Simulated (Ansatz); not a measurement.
Ti2O3⁺, relaxed as a doublet with UKS B3LYP-D4/def2-SVP in Ansatz, starting from the GFN1-xTB geometry. Force threshold 0.02 eV/Å.

The structure comes from a short search, and lower isomers may exist.

Start:

```
atom   x (Å)   y (Å)   z (Å)
 Ti1   0.672   1.246   0.942
 Ti2  -0.357  -0.879  -0.253
  O3   0.688  -1.970  -0.867
  O4   0.968   2.676   0.283
  O5  -1.971  -1.072  -0.105
```

```json
{"step": "1", "energy (eV)": "-52352.4537", "largest force component (eV/Å)": "4.185", "SCF passes": "111"}
{"step": "2", "energy (eV)": "-52353.1748", "largest force component (eV/Å)": "2.175", "SCF passes": "64"}
{"step": "3", "energy (eV)": "-52353.5709", "largest force component (eV/Å)": "1.981", "SCF passes": "59"}
{"step": "4", "energy (eV)": "-52353.9636", "largest force component (eV/Å)": "2.736", "SCF passes": "62"}
{"step": "5", "energy (eV)": "-52354.7787", "largest force component (eV/Å)": "2.588", "SCF passes": "59"}
{"step": "6", "energy (eV)": "-52355.5195", "largest force component (eV/Å)": "2.279", "SCF passes": "51"}
{"step": "7", "energy (eV)": "-52356.2229", "largest force component (eV/Å)": "2.772", "SCF passes": "48"}
{"step": "8", "energy (eV)": "-52356.8761", "largest force component (eV/Å)": "2.219", "SCF passes": "47"}
{"step": "9", "energy (eV)": "-52357.6288", "largest force component (eV/Å)": "1.776", "SCF passes": "46"}
{"step": "10", "energy (eV)": "-52358.2240", "largest force component (eV/Å)": "1.430", "SCF passes": "48"}
{"step": "11", "energy (eV)": "-52358.3862", "largest force component (eV/Å)": "0.718", "SCF passes": "48"}
{"step": "12", "energy (eV)": "-52358.6788", "largest force component (eV/Å)": "1.104", "SCF passes": "50"}
{"step": "13", "energy (eV)": "-52359.2912", "largest force component (eV/Å)": "1.610", "SCF passes": "48"}
{"step": "14", "energy (eV)": "-52359.7098", "largest force component (eV/Å)": "1.648", "SCF passes": "46"}
{"step": "15", "energy (eV)": "-52359.8073", "largest force component (eV/Å)": "0.449", "SCF passes": "44"}
{"step": "16", "energy (eV)": "-52359.8368", "largest force component (eV/Å)": "0.153", "SCF passes": "39"}
{"step": "17", "energy (eV)": "-52359.8377", "largest force component (eV/Å)": "0.192", "SCF passes": "37"}
{"step": "18", "energy (eV)": "-52359.8383", "largest force component (eV/Å)": "0.054", "SCF passes": "37"}
{"step": "19", "energy (eV)": "-52359.8384", "largest force component (eV/Å)": "0.005", "SCF passes": "30"}
```

Force components are those of the run's own axes.

End:

```xyz
5

Ti    0.4165    0.4764    0.8310
Ti   -0.7401   -1.2829   -0.8707
O     0.8825   -0.9420   -0.3456
O     0.7475    1.8419    0.1210
O    -1.3064   -0.0934    0.2644
```

Bonds formed: Ti1–O3, Ti1–O5 (atoms count from 1). The end is the same structure that another start reached, the lowest one found.

No frequencies were taken in this run, so the end may be a saddle point.

Run time 4.3 min (4 threads of Intel Xeon on a shared host).
